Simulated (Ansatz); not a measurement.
Molecule: CsBr, charge 1, multiplicity 2. 
Geometry from a B3LYP-D3(BJ)/def2-TZVP (Ansatz, an electronic-structure program) optimisation:
```xyz
2

Cs     0.0000     0.0000    -1.5281
Br     0.0000     0.0000     2.4014
```
Charge +1, spin multiplicity 2.

Basis-set convergence of Hartree-Fock and MP2 correlation energies (hartree) with Ansatz. Correlated levels leave the core frozen unless marked. Open shells are spin-unrestricted. No spin-orbit coupling. The frozen core is the preceding noble-gas configuration, with the filled d and f shells of earlier blocks. The outer core of K, Ca and their heavier congeners is not correlated, a term that matters for these elements. In def2 rows, elements after Kr have scalar-relativistic effective core potentials.

```json
[
 {"basis": "def2-SVPD", "functions": "68", "E(HF)": "-2591.81638", "E(corr, MP2)": "-0.10212"},
 {"basis": "def2-TZVPPD", "functions": "96", "E(HF)": "-2592.12961", "E(corr, MP2)": "-0.13419"},
 {"basis": "def2-QZVPPD", "functions": "160", "E(HF)": "-2592.17888", "E(corr, MP2)": "-0.14965"}
]
```

Extrapolating the two largest sets (X = 3 and 4) as X^-3: E(corr) = (64·(-0.14965) - 27·(-0.13419))/37 = -0.1609 Eh, an estimate of the basis-set limit. The largest set recovers 93.0 % of it, the smallest 63.5 %.
